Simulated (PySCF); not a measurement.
Species: C2H10OSi2.
Structure used (PBE0-D3(BJ)/def2-SVP), in Å, numbered top down from 1:
```xyz
15
C2H10OSi2 angstrom
C     -2.6286   -0.9335   -0.0551
Si    -1.4829    0.5246    0.1071
O      0.0788   -0.0577   -0.0340
C      1.2215    0.7602    0.0713
Si     2.7608   -0.3311   -0.1237
H     -3.6791   -0.6139    0.0275
H     -2.4282   -1.6718    0.7359
H     -2.4922   -1.4263   -1.0295
H     -1.6428    1.2040    1.4342
H     -1.7366    1.5447   -0.9617
H      1.2624    1.2832    1.0482
H      1.2307    1.5534   -0.7035
H      2.7847   -1.3716    0.9467
H      3.9890    0.5173   -0.0118
H      2.7465   -0.9989   -1.4589
```

Jobs on this species (15 atoms, 58 electrons) with PySCF (density fitting). Hardware of each: an Arm Neoverse V1 with one thread (shared host). Other jobs ran on the host; a repeat could differ by tens of per cent or more. Peak memory is the resident size of the whole Python process, interpreter and libraries included.

```
                                                                 level and settings                                                          work  basis functions  SCF cycles  wall time  peak memory
    delta-SCF UKS PBE0, pcX-2 on the ionised atom, pcseg-1 elsewhere, spin-free X2C                                 ΔSCF core ionisation, 7 holes              170           ?          ?            ?
   delta-SCF UKS B3LYP, pcX-2 on the ionised atom, pcseg-1 elsewhere, spin-free X2C                                 ΔSCF core ionisation, 7 holes              170           ?          ?            ?
    delta-SCF UKS SCAN, pcX-2 on the ionised atom, pcseg-1 elsewhere, spin-free X2C                                 ΔSCF core ionisation, 7 holes              170          98       44 s     0.67 GiB
 delta-SCF UKS SCAN, pcX-2 on the ionised atom, pcseg-1 elsewhere, non-relativistic                                 ΔSCF core ionisation, 7 holes              170          98       42 s     0.65 GiB
      delta-SCF UKS HF, pcX-2 on the ionised atom, pcseg-1 elsewhere, spin-free X2C                                 ΔSCF core ionisation, 7 holes              170          90       35 s     0.62 GiB
delta-SCF UKS SCAN, def2-TZVP on the ionised atom, pcseg-1 elsewhere, spin-free X2C                                 ΔSCF core ionisation, 7 holes              147          97       41 s     0.52 GiB
                                                 PBE0-D3(BJ)/def2-SVP, grid level 1  geometry optimisation from a GFN2-xTB start shaken at random              128          43       44 s     0.49 GiB
     delta-SCF UKS PBE, pcX-2 on the ionised atom, pcseg-1 elsewhere, spin-free X2C                                 ΔSCF core ionisation, 7 holes              170         103       30 s     0.67 GiB
    delta-SCF UKS SCAN, pcX-1 on the ionised atom, pcseg-1 elsewhere, spin-free X2C                                 ΔSCF core ionisation, 7 holes              150          95       37 s     0.52 GiB
```

Fill in the missing figures.

- delta-SCF UKS PBE0, pcX-2 on the ionised atom, pcseg-1 elsewhere, spin-free X2C; ΔSCF core ionisation, 7 holes: 57 s, 0.67 GiB, 91 SCF cycles
- delta-SCF UKS B3LYP, pcX-2 on the ionised atom, pcseg-1 elsewhere, spin-free X2C; ΔSCF core ionisation, 7 holes: 57 s, 0.75 GiB, 91 SCF cycles

What do all jobs in the table cost together?

About 6.5 min; the longest takes about 15 % of that, and about 1.9 times as long as the shortest.
